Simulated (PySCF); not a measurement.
# Electric field gradients and quadrupole coupling constants

C6H8NOS (charge +1).
Z-matrix (Å and degrees, GFN2-xTB geometry), rows numbered from 1:
```
C 
C   1  1.4907
O   2  1.1984  1  126.43
C   2  1.5054  1  115.25  3   179.82
C   4  1.3635  2  124.61  1  -178.15
N   5  1.3568  4  113.58  2   179.80
C   6  1.4413  5  122.58  4  -179.73
C   6  1.3234  5  112.86  4     0.08
S   8  1.6853  6  113.58  5    -0.06
H   1  1.0893  2  110.22  3  -118.88
H   1  1.0868  2  109.49  3     1.19
H   1  1.0891  2  110.48  3   121.63
H   5  1.0766  4  125.00  2    -0.25
H   7  1.0876  6  110.34  5  -177.64
H   7  1.0908  6  109.87  5   -57.15
H   7  1.0912  6  109.92  5    61.96
H   8  1.0755  6  123.07  5   179.92
```

Field gradients from the PBE0/pcSseg-1 density (PySCF, non-relativistic), principal values in atomic units, ordered |Vxx| ≤ |Vyy| ≤ |Vzz|:

| atom | Vxx | Vyy | Vzz |
| --- | --- | --- | --- |
| O3 | 0.4623 | 1.5234 | -1.9857 |
| N6 | 0.0805 | 0.1802 | -0.2607 |
| S9 | -0.6647 | -1.0330 | 1.6978 |

Question: Find the asymmetry η = (Vxx − Vyy)/Vzz and the couplings χ = eQV/h (234.96 MHz × Q in barn × V in au), with Q(17O) = −0.0256 b, Q(14N) = 0.02044 b, Q(33S) = −0.0678 b.

Answer: 
```json
{"atom": "O3", "environment": "ketone oxygen", "nucleus": "17O", "η": "0.53", "χzz (MHz)": "11.94", "χxx (MHz)": "-2.78", "χyy (MHz)": "-9.16"}
{"atom": "N6", "environment": "three-coordinate ring nitrogen", "nucleus": "14N", "η": "0.38", "χzz (MHz)": "-1.252", "χxx (MHz)": "0.387", "χyy (MHz)": "0.865"}
{"atom": "S9", "environment": "ring sulfur", "nucleus": "33S", "η": "0.22", "χzz (MHz)": "-27.05", "χxx (MHz)": "10.59", "χyy (MHz)": "16.46"}
```

The tensor is traceless: Vxx + Vyy + Vzz = 0.

Question: What is Vzz at N6 in SI units (1 au = 9.71736 × 10²¹ V/m²)?

Answer: -0.2607 au = -2.533 × 10²¹ V/m².

Question: What couplings would deuterons (Q(2H) = 0.00286 b) have in place of the hydrogens, at this geometry?

Answer: 
```
atom  bonded to  bond length (Å)  Vzz (au)     η  χzz (kHz)
 H10         C1            1.089    0.3060  0.04        206
 H11         C1            1.087    0.3063  0.02        206
 H12         C1            1.089    0.3064  0.04        206
 H13         C5            1.077    0.3172  0.08        213
 H14         C7            1.088    0.2980  0.11        200
 H15         C7            1.091    0.2912  0.09        196
 H16         C7            1.091    0.2907  0.09        195
 H17         C8            1.075    0.3197  0.11        215
```

Isolated species at its GFN2-xTB geometry (one conformer only). GFN2-xTB bond lengths can be off by several hundredths of an ångström, more for odd bonds, and the gradients follow them. A larger basis could move these couplings by a tenth or more.
